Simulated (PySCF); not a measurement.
**Bond length, frequency and bond energy of RbTe⁺ by level of theory**

State: ³Σ⁻ (triplet), unpaired electrons π ↑↑. Set-up: Rb def2-SVP with ECP28, Te def2-SVP with ECP28; scalar-relativistic core potentials (PySCF 2.14). De refers to Rb⁺ + Te in their high-spin ground configurations, without counterpoise correction. The functionals are run spin-unrestricted. A positive dipole points towards Te; it is taken about the centre of mass and depends on that origin.

```csv
Level,Re (Å),ωe (cm⁻¹),De (eV),μ (D)
UHF,3.991,53.7,0.298,-10.03
UHF-MP2,3.886,59.7,0.351,n/a
UHF-SCS-MP2,3.907,58.4,0.340,n/a
UHF-CCSD,3.891,59.7,0.351,n/a
UHF-CCSD(T),3.885,60.1,0.356,n/a
PBE,3.830,62.4,0.398,-9.00
BP86,3.856,59.3,0.344,-9.18
r²SCAN,3.859,60.3,0.340,-9.41
TPSSh,3.856,59.5,0.353,-9.29
PBE0,3.826,62.2,0.369,-9.20
M06-2X,3.781,67.3,0.385,-9.14
CAM-B3LYP,3.824,62.7,0.367,-9.23
```

The bond length runs from 3.781 Å (M06-2X) to 3.991 Å (UHF). De spans 0.30 eV (UHF, mean field) to 0.40 eV (PBE, GGA). Correlation at CCSD(T) changes the Hartree–Fock bond energy by +0.06 eV; the triples alone change it by +0.01 eV.

Correlated steps freeze 4 core orbitals. The bond is weak. Basis-set superposition, not corrected here, can be much of De in a small basis, most of all at correlated wavefunction levels. Spin–orbit coupling is left out, which matters for elements this heavy, above all for dissociation energies. For an ion De counts to the pair picked by the measured ionisation energies or electron affinities, which need not be the lowest pair at this level. The state is the lowest determinant that a PBE0 search found; another state may lie lower at other levels.

The whole job (state search and all levels along the bond) took about 3.1 min on 1 thread of Intel Xeon Platinum 8488C (shared host), peak memory 0.61 GiB.
